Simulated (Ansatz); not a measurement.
Coupled-cluster diagnostics for (H3Ge)2NH (Ge2NH7), Ansatz.

Geometry of the singlet (PBE0-D4/def2-SVP):

Cartesian coordinates in Å:
```
Ge 1.6161 -0.0436 -0.2963
H 2.3761 0.3495 -1.5782
H 1.8111 1.0126 0.8050
H 2.1600 -1.4030 0.2062
N -0.1783 -0.0798 -0.6783
Ge -1.5542 0.1271 0.5182
H -2.7980 0.6072 -0.2557
H -1.0977 1.1844 1.5385
H -1.9106 -1.1784 1.2706
H -0.4244 -0.5760 -1.5301
```

Correlated methods freeze 19 core orbitals; core or outer-core shells of Ge are correlated, in sets that lack core-valence functions.

Question: Estimate the CCSD(T) correlation energy, the shares of MP2 and (T), T1 and the reference's ⟨S²⟩ for: charge 0, singlet, own geometry in def2-TZVP; and the rough time on 4 threads of Intel Xeon on a shared host.

Answer: 
```
                          state      basis  correlation (eV)  MP2 share (%)  (T) share (%)     T1  ⟨S²⟩ (pure)  wall time
charge 0, singlet, own geometry  def2-TZVP           -21.217           92.5            3.4  0.012  0.00 (0.00)       57 s
```
Customary marks for T1 are 0.02 (closed shells), 0.045 (open shells) and about 0.05 (3d metals). T1 stays under 0.02 throughout.
